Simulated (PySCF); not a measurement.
Molecule: SMILES SCc1ccco1, C5H6OS.

Mapped SMILES: `[SH:1][CH2:2][c:3]1[cH:4][cH:5][cH:6][o:7]1`; H(Xn) means a hydrogen on atom n.

Geometry PBE0-D3(BJ)/def2-SVP throughout; GIAO in PySCF 2.14.0 with density-fitted response routines, gas phase, one conformer, non-relativistic; equivalent atoms averaged; basis pcSseg-1.

Question: How do the absolute shieldings σ depend on the functional? (a selection of nuclei; ppm; last column core-seconds on shared hosts with different chips, so compare them loosely; the GGAs took longer than the global hybrids here, which isn't the general rule, and the cause wasn't traced)

Answer: 
```
functional                    kind     S1    C3    C5    O7  H(C6)  H(C5)  H(C4)  H(C2)  H(S1)  core-s
       LDA                     LDA  534.5  20.4  61.2  17.2  23.62  24.43  24.61  27.20  28.50      19
       PBE                     GGA  533.5  25.3  65.8  22.6  24.00  24.88  25.06  27.63  29.08      20
      OPBE                     GGA  560.1  38.7  75.7  34.4  23.96  24.85  25.02  27.66  29.03      25
     B3LYP           global hybrid  528.7  19.8  62.4  25.3  24.16  25.05  25.24  27.91  29.27      13
      PBE0           global hybrid  559.0  27.0  68.0  29.7  23.96  24.84  25.01  27.78  29.00      16
      WP04           global hybrid  488.1  13.1  54.8  26.4  24.47  25.37  25.52  28.21  29.63      15
     B97-2           global hybrid  554.7  29.4  69.9  34.0  24.10  25.00  25.17  27.89  29.15      15
 CAM-B3LYP  range-separated hybrid  543.4  19.9  63.1  31.2  24.06  24.92  25.10  27.96  29.12      21
```

Question: Which nucleus among those listed moves most, in ppm?

Answer: S1 (thiol sulfur): from 488.1 ppm with WP04 to 560.1 ppm with OPBE. The smallest spread is 0.84 ppm, at H(C6). Proton shifts span only some 12 ppm, so a few tenths of a ppm matter as much there as several ppm in carbon.
